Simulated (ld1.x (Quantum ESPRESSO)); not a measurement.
## What one change does to a pseudopotential (aluminium, RRKJ)

ld1.x (Quantum ESPRESSO) 7.5 input, shortened:

```
&input
   title='Al', zed=13., rel=1, dft='PBE', iswitch=3,
   config='[Ne] 3s1.5 3p1.5 3d-2'
 /
 &inputp
   pseudotype=2, tm=.false., lloc=0,
   nlcc=.false.
 /
3
2P  2  1   6.00   0.00  0.75  0.75  0.0
3D  3  2  -2.00   0.50  0.70  0.70  0.0
2S  1  0   2.00   0.00  0.50  0.50  0.0
 &test
   configts(1)='2s2 2p6 3s1.5 3p1.5'
 /
```

Occupied shells without a wave of their own: 3p, 3s. They enter only through the test configuration that unscreens the potential.

Change: wave 2p (bound): rc 0.75 bohr becomes 2p (bound): rc 0.54 bohr.

Cutoffs: the cutoffs (Ry, on a coarse ladder) from which the occupation-weighted sum of valence levels, in a spherical-Bessel basis at the reference potential, stays within 10 and 1 mRy of its value at 400 Ry; they do not see the model core or the augmentation charge, which bear on the density cutoff. Errors are all-electron minus pseudo energies relative to the spin-unpolarised reference configuration.

Question: What does the change do?

Answer: Of the 7 tests that both files solve, the error grows in 0 and shrinks in 7 by more than 15 % and 0.3 meV (median size 47.6 → 18.3 meV); neither file shows a bound ghost. Less of the atom is replaced, so other configurations are described better.

```tsv
quantity	base	changed
bound ghosts	none	none
error for 2s2 2p6 3s2 3p1, meV [ΔE -2.55 eV]	+15	+9.2
error for 2s2 2p6 3s2 3p0, meV [ΔE 3.22 eV]	+48	+20
error for 2s2 2p6 3s1 3p0, meV [ΔE 22.44 eV]	+52	+8.4
error for 2s2 2p5 3s2 3p1, meV [ΔE 80.27 eV]	+97	+25
error for 2s2 2p6 3s1 3p2, meV [ΔE 2.59 eV]	-17	-10.0
error for 2s2 2p6 3s0 3p3, meV [ΔE 7.90 eV]	-55	-32
error for 2s1 2p6 3s2 3p1, meV [ΔE 118.16 eV]	-26	+18
```
